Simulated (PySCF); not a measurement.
Isomers of C5H11BO3, mass 130.080 u with the commonest isotopes. The calculation used PBE0-D3(BJ)/def2-SVP geometry optimisation, gas phase in PySCF. One conformer each, none proved a minimum here; rigid rotors.

Question: Order these by radius of gyration √(Σ m r²/M), largest first.
A. `[CH3:1][O:2][C@H:3]1[CH2:4][C@H:5]([B:6]([OH:7])[OH:8])[CH2:9]1` with C1–O2–C3–C4 -179°, C4–C5–B6–O7 -115°, C5–B6–O7–H 180°, C5–B6–O8–H -1°, O2–C3–C4–C5 143°, C3–C4–C5–B6 97°, C4–C5–C9–C3 20°, O2–C3–C9–C5 -139°
B. `[CH3:1][CH2:2][C@H:3]1[CH2:4][CH2:5][O:6][B:7]([OH:8])[O:9]1` with C1–C2–C3–C4 180°, O6–B7–O8–H 0°, C2–C3–C4–C5 175°, C3–C4–C5–O6 -53°, C4–C5–O6–B7 28°, C5–O6–B7–O8 180°
C. `[CH3:1][O:2][C@H:3]1[CH2:4][C@@H:5]([B:6]([OH:7])[OH:8])[CH2:9]1` with C1–O2–C3–C4 73°, C4–C5–B6–O7 -37°, C5–B6–O7–H 180°, C5–B6–O8–H -1°, O2–C3–C4–C5 138°, C3–C4–C5–B6 -143°, C4–C5–C9–C3 19°, O2–C3–C9–C5 -142°
D. `[CH2:1]=[CH:2][O:3][B:4]([OH:5])[O:6][CH:7]([CH3:8])[CH3:9]` with C1–C2–O3–B4 1°, C2–O3–B4–O5 -179°, O3–B4–O5–H 1°, O3–B4–O6–C7 178°, B4–O6–C7–C8 154°
E. `[CH3:1][CH:2]([CH3:3])[C@H:4]1[CH2:5][O:6][B:7]([OH:8])[O:9]1` with C1–C2–C4–C5 61°, O6–B7–O8–H 2°, C2–C4–C5–O6 139°, C4–C5–O6–B7 -14°, C5–O6–B7–O8 -174°, O6–B7–O9–C4 6°

Answer: C (2.405 Å), A (2.309 Å), D (2.228 Å), E (2.184 Å), B (2.132 Å).

Question: Order these by dipole moment, largest first.
A. `[CH3:1][CH2:2][C@H:3]1[CH2:4][CH2:5][O:6][B:7]([OH:8])[O:9]1` with C1–C2–C3–C4 180°, O6–B7–O8–H 0°, C2–C3–C4–C5 175°, C3–C4–C5–O6 -53°, C4–C5–O6–B7 28°, C5–O6–B7–O8 180°
B. `[CH3:1][CH:2]([CH3:3])[C@H:4]1[CH2:5][O:6][B:7]([OH:8])[O:9]1` with C1–C2–C4–C5 61°, O6–B7–O8–H 2°, C2–C4–C5–O6 139°, C4–C5–O6–B7 -14°, C5–O6–B7–O8 -174°, O6–B7–O9–C4 6°
C. `[CH3:1][O:2][C@H:3]1[CH2:4][C@@H:5]([B:6]([OH:7])[OH:8])[CH2:9]1` with C1–O2–C3–C4 73°, C4–C5–B6–O7 -37°, C5–B6–O7–H 180°, C5–B6–O8–H -1°, O2–C3–C4–C5 138°, C3–C4–C5–B6 -143°, C4–C5–C9–C3 19°, O2–C3–C9–C5 -142°

Answer: A (2.77 D), B (2.18 D), C (0.88 D).

Question: Order these by rotational constant C, largest first.
A. `[CH3:1][O:2][C@H:3]1[CH2:4][C@@H:5]([B:6]([OH:7])[OH:8])[CH2:9]1` with C1–O2–C3–C4 73°, C4–C5–B6–O7 -37°, C5–B6–O7–H 180°, C5–B6–O8–H -1°, O2–C3–C4–C5 138°, C3–C4–C5–B6 -143°, C4–C5–C9–C3 19°, O2–C3–C9–C5 -142°
B. `[CH3:1][O:2][C@H:3]1[CH2:4][C@H:5]([B:6]([OH:7])[OH:8])[CH2:9]1` with C1–O2–C3–C4 -179°, C4–C5–B6–O7 -115°, C5–B6–O7–H 180°, C5–B6–O8–H -1°, O2–C3–C4–C5 143°, C3–C4–C5–B6 97°, C4–C5–C9–C3 20°, O2–C3–C9–C5 -139°
C. `[CH3:1][CH2:2][C@H:3]1[CH2:4][CH2:5][O:6][B:7]([OH:8])[O:9]1` with C1–C2–C3–C4 180°, O6–B7–O8–H 0°, C2–C3–C4–C5 175°, C3–C4–C5–O6 -53°, C4–C5–O6–B7 28°, C5–O6–B7–O8 180°
D. `[CH3:1][CH:2]([CH3:3])[C@H:4]1[CH2:5][O:6][B:7]([OH:8])[O:9]1` with C1–C2–C4–C5 61°, O6–B7–O8–H 2°, C2–C4–C5–O6 139°, C4–C5–O6–B7 -14°, C5–O6–B7–O8 -174°, O6–B7–O9–C4 6°

Answer: C (877.5 MHz), D (832.3 MHz), B (776.6 MHz), A (699.2 MHz).

```csv
SMILES,point group,Ia (u·Å²),Ib (u·Å²),Ic (u·Å²),κ,μa (D),μb (D),μc (D)
CC[C@H]1CCOB(O)O1,C1,197.93,408.45,575.95,-0.57,0.06,2.77,0.15
CC(C)[C@H]1COB(O)O1,C1,149.07,484.64,607.20,-0.84,1.00,1.93,0.09
CO[C@H]1C[C@@H](B(O)O)C1,C1,128.60,653.78,722.84,-0.95,0.04,0.48,0.74
CO[C@H]1C[C@H](B(O)O)C1,C1,142.26,593.39,650.79,-0.95,0.84,0.17,0.21
C=COB(O)OC(C)C,C1,214.69,469.92,606.53,-0.68,0.43,0.69,0.06
CC(C)OB1OCCO1,C1,129.57,550.28,604.78,-0.95,1.12,1.72,0.58
```
